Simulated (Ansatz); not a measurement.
Geometry optimisation, RKS PBE0-D4/STO-3G in Ansatz 0.2.0.

Input:

```yaml
crystal:
  periodic: [false, false, false]
  atoms:
    - { symbol: Cl, position_ang: [2.3745, 0.55761, -2.23399] }
    - { symbol: Al, position_ang: [1.42876, 0.29562, -0.46897] }
    - { symbol: Cl, position_ang: [0.19409, -1.53481, -0.3457] }
    - { symbol: Al, position_ang: [-1.40304, -0.29205, 0.54318] }
    - { symbol: Cl, position_ang: [-3.24535, -0.60705, -0.21902] }
    - { symbol: Cl, position_ang: [-0.38683, 1.52402, -0.19964] }
    - { symbol: H, position_ang: [2.13646, 0.36336, 0.88306] }
    - { symbol: H, position_ang: [-1.09859, -0.30671, 2.04107] }
basis:
  gaussian: { orbitals: STO-3G }
hamiltonian:
  xc: pbe0
  dispersion: d4
relax:
  f_tol: 0.02
  max_steps: 40
```

Run as:

```bash
$ ansatz run input.yaml --threads 1 --pin off --max-ram 2048MiB --backend cpu --events-out ev --progress --plain --runs-dir out
```

Task: Where does it end, and by what steps?

Result: The forces met the threshold. The force dipped under the threshold on the way, but the program's further checks kept it going. Limits of this set-up: minimal basis. After 10 steps the energy has fallen by 0.311 eV; Cl5 moved furthest, 0.67 Å.

```tsv
step	energy less start (eV)	largest force component (eV/Å)	accepted
0	0.0000	2.404	yes
1	-0.2020	0.573	yes
2	-0.2552	0.204	yes
3	-0.2891	0.171	yes
4	-0.3009	0.150	yes
5	-0.3080	0.069	yes
6	-0.3093	0.061	yes
7	-0.3105	0.017	yes
8	-0.3103	0.060	no
9	-0.3107	0.023	yes
10	-0.3108	0.007	yes
```

```xyz
8
Properties=species:S:1:pos:R:3
Cl 1.757 0.452 -2.467
Al 1.554 0.314 -0.410
Cl 0.343 -1.515 0.082
Al -1.462 -0.310 0.671
Cl -2.912 -0.515 -0.793
Cl -0.234 1.520 0.226
H 2.664 0.480 0.561
H -1.710 -0.426 2.129
```

Whether the end is a true minimum wasn't checked by a vibrational analysis.

Run time: 38 s on 1 thread of Arm Neoverse V1, on a shared host, peak memory 0.16 GiB.
